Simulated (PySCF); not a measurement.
Rigid-rotor lines calculated for a species of formula C7H15NO (commonest isotopes; PBE0-D3(BJ)/def2-SVP geometry optimisation, gas phase (PySCF 2.14.0)), labelled J(Ka,Kc):

```tsv
transition	MHz
2(0,2) ← 1(0,1)	4581.5
1(0,1) ← 0(0,0)	2315.0
2(1,1) ← 1(1,0)	4890.0
1(1,0) ← 0(0,0)	3476.5
2(1,2) ← 1(1,1)	4370.1
```

Question: Find the rotational constants.

Answer: 1(0,1) ← 0(0,0) is B + C, 2(1,1) ← 1(1,0) is 3B + C and 2(1,2) ← 1(1,1) is B + 3C, so B − C is half the difference of the last two, 259.9 MHz. 1(1,0) ← 0(0,0) is A + B. A = 2189.0, B = 1287.5, C = 1027.6 MHz.

Question: What moments of inertia, asymmetry and inertial defect follow?

Answer: I = 505379 MHz·u·Å² over each constant: Ia = 230.87, Ib = 392.54, Ic = 491.82 u·Å²; κ = (2B − A − C)/(A − C) = -0.552 (asymmetric top); Δ = Ic − Ia − Ib = -131.59 u·Å².

Question: Which dipole components do these lines need?

Answer: μa and μc (a-type: ΔKa even, ΔKc odd; c-type: ΔKa odd, ΔKc even). The calculation gives |μa| = 1.15 D, |μb| = 0.08 D, |μc| = 0.32 D.

Question: Predict further lines from these constants: 3(2,2) ← 2(2,1); 2(2,1) ← 1(1,1); 2(1,1) ← 2(1,2); 2(2,0) ← 1(1,0); 3(3,1) ← 2(2,1); 2(1,1) ← 1(0,1); 3(2,2) ← 3(1,2); 3(1,2) ← 2(1,1); 3(3,1) ← 3(2,1); 3(1,3) ← 2(1,2); 3(3,0) ← 2(2,0); 3(2,1) ← 2(1,1); 3(1,2) ← 3(1,3).

Answer: 
```csv
transition,MHz,type,branch
"2(1,1) ← 2(1,2)",780,a,Q
"3(1,2) ← 3(1,3)",1554,a,Q
"3(2,2) ← 3(1,2)",2349,c,Q
"3(3,1) ← 3(2,1)",4953,c,Q
"2(1,1) ← 1(0,1)",6051,c,R
"3(1,3) ← 2(1,2)",6527,a,R
"3(2,2) ← 2(2,1)",6945,a,R
"3(1,2) ← 2(1,1)",7301,a,R
"2(2,0) ← 1(1,0)",7643,c,R
"2(2,1) ← 1(1,1)",7854,c,R
"3(2,1) ← 2(1,1)",9882,c,R
"3(3,0) ← 2(2,0)",12088,c,R
"3(3,1) ← 2(2,1)",12131,c,R
```

Question: Which structure gave them?

Answer: `C=NC(C)(C)OC(C)C`, point group C1. Three constants can't fix a structure by themselves; this is the one that was computed:
```
atom  x, y, z in Å
C1    -1.670    1.344   -1.387
N2    -1.894    0.168   -0.990
C3    -1.112   -0.397    0.099
C4    -1.998   -0.363    1.341
C5    -0.801   -1.840   -0.294
O6     0.031    0.355    0.457
C7     1.207    0.306   -0.338
C8     1.806    1.702   -0.344
C9     2.201   -0.700    0.225
H10   -2.294    1.764   -2.190
H11   -0.887    1.991   -0.956
H12   -1.488   -0.870    2.173
H13   -2.960   -0.853    1.144
H14   -2.180    0.683    1.626
H15   -1.743   -2.354   -0.523
H16   -0.296   -2.367    0.528
H17   -0.172   -1.888   -1.194
H18    0.948    0.026   -1.377
H19    1.994    2.029    0.690
H20    1.130    2.431   -0.813
H21    2.759    1.718   -0.892
H22    2.437   -0.440    1.269
H23    3.137   -0.689   -0.354
H24    1.806   -1.724    0.211
```

The values belong to one conformer (point group C1) with, in the numbering `[CH2:1]=[N:2][C:3]([CH3:4])([CH3:5])[O:6][CH:7]([CH3:8])[CH3:9]`, C1–N2–C3–C4 103°, N2–C3–O6–C7 -77°, C3–O6–C7–C8 143°. Stationary, but not proved a minimum. Zero-point vibration and centrifugal distortion are left out. A rigid rotor knows nothing of internal rotation, which can split or shift real lines. Quadrupole hyperfine structure (14N) is left out.

Time: 3.7 min of wall time; peak memory 0.87 GiB. Hardware: one thread of an Arm Neoverse V1, on a shared host. This is the geometry optimisation.
